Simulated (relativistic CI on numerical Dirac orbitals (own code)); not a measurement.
## What each ingredient does to the levels of Lu⁵⁷⁺

Base calculation: Dirac-Coulomb-Breit CI, KLI orbitals optimised for each configuration, model QED, unscaled Slater integrals.

Configuration list (outside the closed core [Ne]): 3s²3p², 3s²3p3d, 3s3p³, 3s²3d², 3p⁴, 3s3p²3d, 3p²3d², 3s3p3d², 3p³3d, 3s²3d4s, 3s²3d4p, 3s3p3d4s, 3p³4s, 3s²3p4s, 3s3p3d4p, 3p³4p. Levels of other configurations are missing.

Variants: (1) valence Slater integrals scaled by 0.9; (2) one mean potential for all configurations. Shifts of the energy above 3s²3p² ³P0, in eV, for the lowest level and the first level of each name with at least 55 % of one term (blank where a level changes its place among those of its configuration and J or its character, or is not in the variant):

```
       Level     Base    Δ(1)    Δ(2)
  3s²3p² ³P0    0.000   0.000   0.000
  3s²3p² ³P1  283.940  +1.226  +0.021
  3s²3p² ¹D2  293.068  +0.308  +0.019
3s²3p3d ³F°2  493.472  +1.938  -0.066
  3s²3p² ³P2  583.770  +1.085  +0.041
  3s²3p² ¹S0  603.425  -0.729  +0.036
  3s3p³ ³D°3  735.758  +2.393  +0.176
  3s3p³ ³P°0  746.989  +1.743  +0.164
  3s3p³ ¹D°2  761.538  +1.006  +0.125
3s²3p3d ³P°0  818.859  -1.407  -0.031
3s²3p3d ³F°4  856.771  +1.974  -0.069
3s²3p3d ³D°3  889.154  -1.534  -0.075
3s²3p3d ¹P°1  898.489  -2.268  -0.070
 3s3p²3d ⁵D0  917.829  +4.496  +0.138
```

At this charge energies of transitions that change n are usually good to better than 1 %, and those within a shell (Δn = 0) to a few per cent.

Ionisation energy from the two ground configurations alone: base 5936.81 eV. The NIST ASD value (theoretical) is 5937 eV.

LS names give the leading component of a level, which can be under half, so a name can repeat, a term be missing and a line seem to break the LS rules.
